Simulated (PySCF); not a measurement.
## Working with the constants of LiBr

RHF-CCSD(T) constants of LiBr, ¹Σ⁺ (singlet), closed shell (PySCF, no relativity, basis sets Li pcseg-1, Br pcseg-1; masses 7.0160 and 78.9183 u):

| Property | Result |
| --- | --- |
| ωe | 567.6 cm⁻¹ |
| ωexe | 3.25 cm⁻¹ |
| Be | 0.53635 cm⁻¹ |
| αe | 0.00488 cm⁻¹ |
| De to Li + Br | 4.05 eV |

(1) What force constant and bond length do these constants imply?

(2) Estimate the centrifugal constant D from the Kratzer relation and find the Dunham coefficient a1.

Measured values (Huber and Herzberg, Constants of Diatomic Molecules (1979)): ωe = 563.16 cm⁻¹, ωexe = 3.53 cm⁻¹, Be = 0.555399 cm⁻¹, αe = 0.0056442 cm⁻¹.

Correlated steps freeze 9 core orbitals. Correlated levels converge slowly with the basis: in double zeta they bind strong bonds too weakly, by up to about 1 eV, and carry superposition errors of some tenths. Where the molecule has an RHF reference, its open-shell atoms are computed with UHF.

Results:

(1) Reduced mass μred = 6.4432 u; k = 5.8918×10⁻⁷·μred·ωe² (u, cm⁻¹, mdyn/Å) = 1.22 mdyn/Å; Re = √(16.8576/(μred·Be)) (u, cm⁻¹, Å) = 2.209 Å.

(2) D = 4Be³/ωe² = 1.92e-06 cm⁻¹; a1 = −1 − αeωe/(6Be²) = -2.60.
